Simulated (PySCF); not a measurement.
**Fractional electron number in As⁺ (arsenic, charge +1)**

The 4p alpha orbital of [Ar] 3d10 4s2 4p2 is emptied in steps (occupation f), with all orbitals relaxed, ending at [Ar] 3d10 4s2 4p1. Computed with PySCF 2.14 in x2c-TZVPall, with scalar relativity by spin-free X2C-1e. The exact energy is a straight line in f; departures are measured from the line between the end points of the same method.

```
  f  UHF (eV)  LDA (eV)  PBE (eV)  PBE0 (eV)  r2SCAN (eV)  LC-wPBE (eV)  BHandHLYP (eV)  wB97X (eV)  TPSS (eV)  MN15 (eV)
  1     0.000     0.000     0.000      0.000        0.000         0.000           0.000       0.000      0.000      0.000
0.9     0.042    -0.413    -0.402     -0.292       -0.381        -0.047          -0.190      -0.074     -0.392     -0.242
0.7     0.096    -0.968    -0.938     -0.679       -0.884        -0.107          -0.444      -0.174     -0.914     -0.560
0.5     0.113    -1.155    -1.116     -0.805       -1.042        -0.123          -0.528      -0.209     -1.085     -0.659
0.3     0.093    -0.972    -0.935     -0.673       -0.862        -0.099          -0.443      -0.178     -0.906     -0.544
0.1     0.039    -0.416    -0.399     -0.286       -0.363        -0.040          -0.190      -0.078     -0.385     -0.228
  0     0.000     0.000     0.000      0.000        0.000         0.000           0.000       0.000      0.000      0.000
```

```csv
method,E(f=0) − E(f=1) (eV),−ε at f=1 (eV),−ε at f=0.5 (eV)
UHF,17.939,18.407,17.931
LDA,18.628,14.048,18.615
PBE,18.487,14.027,18.496
PBE0,18.532,15.290,18.551
r2SCAN,18.685,14.441,18.752
LC-wPBE,18.631,18.101,18.656
BHandHLYP,18.388,16.274,18.390
wB97X,18.314,17.492,18.301
TPSS,18.510,14.153,18.533
MN15,18.619,15.918,18.667
```

Orbital energy along the path (eV):

```
  f      UHF      LDA      PBE     PBE0   r2SCAN  LC-wPBE  BHandHLYP    wB97X     TPSS     MN15
  1  -18.407  -14.048  -14.027  -15.290  -14.441  -18.101    -16.274  -17.492  -14.153  -15.918
0.9  -18.308  -14.946  -14.913  -15.943  -15.304  -18.217    -16.696  -17.654  -15.024  -16.475
0.7  -18.115  -16.768  -16.700  -17.249  -17.036  -18.443    -17.543  -17.977  -16.778  -17.582
0.5  -17.931  -18.615  -18.496  -18.551  -18.752  -18.656    -18.390  -18.301  -18.533  -18.667
0.3  -17.755  -20.476  -20.283  -19.836  -20.403  -18.845    -19.235  -18.638  -20.270  -19.709
0.1  -17.586  -22.333  -22.043  -21.088  -21.940  -18.997    -20.075  -18.998  -21.950  -20.676
  0  -17.505  -23.250  -22.909  -21.698  -22.677  -19.052    -20.495  -19.186  -22.759  -21.108
```

Reference removal energy between the ground levels: 18.589 eV (measured; NIST Atomic Spectra Database, ionization energies). The calculation has no spin-orbit coupling. UHF lacks correlation.
